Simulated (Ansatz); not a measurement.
Consider the ligand exchange at the Si–C bond: `N=C([SiH3])CS` + `N[Si](N)(O)O` → `N[Si](N)(O)O[SiH3]` + `N=CCS`.

Program: Ansatz. Geometries: PBE0-D4/def2-TZVP. ΔE: electronic, gas phase. CCSD(T)/CBS is the MP2 limit (def2-TZVPP, def2-QZVPP) plus CCSD(T) − MP2 in def2-TZVPP, frozen cores. Functionals use def2-TZVPP. One conformer a species, not always the lowest.

```
             level  ΔE (kJ/mol)
         r2SCAN-D4       -113.2
           ωB97M-V       -114.8
     HF/def2-TZVPP       -146.1
SCS-MP2/def2-TZVPP       -123.0
```

(1) What does CCSD(T)/CBS give? (Best estimate.)

Largest T1 diagnostic among the species: 0.012.

Results:

(1) Ansatz gave: -115.5 kJ/mol. The listed levels differ from it by 2.3, 0.7, -30.6, -7.5 kJ/mol.

From PBE to PBE0 (25 % exact exchange), in def2-TZVPP and without D4, ΔE moves by −7.7 kJ/mol. In def2-TZVPP, CCSD(T) changes the Hartree–Fock value by +29.5 kJ/mol (the triples alone add +5.1 kJ/mol) and MP2 by +29.7 kJ/mol.

CCSD(T)/CBS has its own doubt, a few kJ/mol and more with outer-core shells, so smaller differences from it don't rank the levels.
